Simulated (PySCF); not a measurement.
Telling isomers of C₅H₇FO₂Si apart by NMR

Computational details: shieldings: GIAO PBE0/pcSseg-1, structure optimised with GFN2-xTB, in PySCF (one averaged value for each set of equivalent atoms, non-relativistic, isolated molecule, single conformer).

References, each an isolated molecule treated in the same way: ¹H (31.72 ppm), ¹³C (186.93 ppm) against TMS. Splittings of carbon signals by F and P are missing where no couplings were computed. Where no couplings were computed, multiplicities follow the n + 1 count of equivalent neighbours, and m marks all less simple cases (inequivalent or close neighbours, rings, F or P nearby). Shifts are as computed. Against solution values, carbons near 30 ppm lie about +3 ppm off and those near 130 ppm about +5 ppm. Of 1309 compounds with measured shifts, 239 miss one by over three times the rms of a fit or turn the order of signals round; such compounds aren't used in these exercises. OH and NH positions are gas-phase values without hydrogen bonding to other molecules.

(1) Tabulate the signals of `O=C1OCC=C1C[SiH2]F`, `COC1=C[Si@@H](O)C=C1F`, `COC1=CO[SiH2]C=C1F`, `CC(=O)[SiH2]/C(F)=C\C=O` and their relative energies.

(2) What is the quickest way to tell COC1=C[Si@@H](O)C=C1F from CC(=O)[SiH2]/C(F)=C\C=O?

(3) What is the quickest way to tell COC1=C[Si@@H](O)C=C1F from COC1=CO[SiH2]C=C1F?

(4) What is the quickest way to tell O=C1OCC=C1C[SiH2]F from CC(=O)[SiH2]/C(F)=C\C=O?

Results:

(1) 
| SMILES | carbon types | δC | δH | E rel. (kcal/mol) |
| --- | --- | --- | --- | --- |
| O=C1OCC=C1C[SiH2]F | 2×C 1×CH 2×CH2 | 178.2, 150.3, 138.3, 73.4, 19.7 | 7.14 (t, 1H), 5.23 (m, 2H), 4.96 (m, 2H), 2.11 (m, 2H) | 0.0 |
| COC1=C[Si@@H](O)C=C1F | 2×C 2×CH 1×CH3 | 177.2, 173.3, 103.8, 91.0, 56.8 | 5.07 (m, 1H), 4.96 (m, 1H), 4.00 (m, 1H), 3.79 (s, 3H), 1.20 (br s, 1H) | 38.1 |
| COC1=CO[SiH2]C=C1F | 2×C 2×CH 1×CH3 | 173.1, 142.2, 135.1, 89.6, 55.2 | 6.33 (m, 1H), 5.92 (m, 2H), 4.89 (m, 1H), 3.56 (s, 3H) | 53.7 |
| CC(=O)[SiH2]/C(F)=C\C=O | 2×C 2×CH 1×CH3 | 235.3, 213.1, 200.3, 126.0, 41.3 | 9.45 (m, 1H), 6.77 (m, 1H), 4.80 (m, 2H), 2.57 (s, 3H) | 69.8 |

Energies are electronic energies at PBE0/pcSseg-1 on these geometries, without zero-point or thermal terms, each for the one conformer computed, which needn't be the lowest.

(2) Both give the same number of carbon signals, with the same numbers of each carbon type, so the positions decide. The first has an alkene carbon bearing oxygen (C) at 173.3 ppm, the second an aldehyde carbonyl carbon (CH) at 200.3 ppm. Their most deshielded carbons lie at 177.2 and 235.3 ppm. In the proton spectra the most deshielded non-exchanging signals are 5.07 (m, 1H) and 9.45 (m, 1H).

(3) Both give the same number of carbon signals, with the same numbers of each carbon type, so the positions decide. The first has an alkene CH at 103.8 ppm, the second an alkene carbon bearing oxygen (CH) at 135.1 ppm. Their most deshielded carbons lie at 177.2 and 173.1 ppm. In the proton spectra the most deshielded non-exchanging signals are 5.07 (m, 1H) and 6.33 (m, 1H).

(4) Both give the same number of carbon signals, but DEPT or the intensities differ. The first has an α carbon of a C=C–C=O unit (C) at 138.3 ppm, the second a methyl carbon α to a carbonyl (CH3) at 41.3 ppm. Their most deshielded carbons lie at 178.2 and 235.3 ppm. In the proton spectra the most deshielded non-exchanging signals are 7.14 (t, 1H) and 9.45 (m, 1H).
